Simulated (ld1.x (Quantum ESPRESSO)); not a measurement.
Zr TM: all-electron and pseudo phase curves

ld1.x (Quantum ESPRESSO) 7.5 input, shortened:

```
&input
   title='Zr', zed=40., rel=1, dft='PZ', iswitch=3,
   config='[Kr] 4d2 5s2 5p0'
 /
 &inputp
   pseudotype=2, tm=.true., lloc=-1, rcloc=2.60,
   nlcc=.true., new_core_ps=.true.
 /
3
5S  1  0   2.00   0.00  2.75  2.75  0.0
5P  2  1   0.00   0.00  4.05  4.05  0.0
4D  3  2   2.00   0.00  1.80  1.80  0.0
 &test
   configts(1)='4d2 5s2 5p0'
 /
```

The phase is arctan(r·u′/u) with u = r·R(r), unwrapped; energies in Ry, scanned from -2 to 5 Ry. A pole is an energy at which the radial function vanishes at the test radius. The pseudo phase is shifted by a multiple of π to meet the all-electron one at the reference energy, and phase errors are pseudo minus all-electron; the curves can meet again beyond the range given. Levels narrower than the energy grid can be missing from the lists of poles.

```csv
channel,radius (bohr),reference energy (Ry),"poles, all-electron","poles, pseudo",unbroken range about the reference energy with phases within 0.05 rad,phase error 1 Ry above the reference energy (rad)
s,4.39,-0.34,"0.05, 2.84","-0.46, 0.06, 2.78",-0.4 to 0.9,+0.018
p,4.39,-0.11,"0.57, 3.51","0.48, 1.24, 4.08",below 0.5,-1.278
d,4.39,-0.27,"-0.20, 1.66, 4.79","-0.20, 1.70",below 2.6,+0.034
```

Note: ghost state, extra bound levels that the all-electron valence spectrum of the same l lacks: s at -6.4 eV. A true bound ghost makes a file unfit for plane-wave use.

Phases in the p channel:

```
E (Ry)  all-electron  pseudo
 -2.00         1.398   1.396
 -1.52         1.365   1.364
 -1.04         1.307   1.305
 -0.56         1.143   1.140
 -0.08        -0.431  -0.432
  0.40        -1.494  -1.520
  0.88        -1.665  -2.764
  1.36        -1.847  -4.758
  1.84        -2.987  -4.921
  2.32        -4.443  -5.657
  2.80        -4.617  -7.543
  3.28        -4.688  -7.747
  3.76        -4.737  -7.821
  4.24        -4.786  -7.870
  4.72        -4.863  -7.918
```
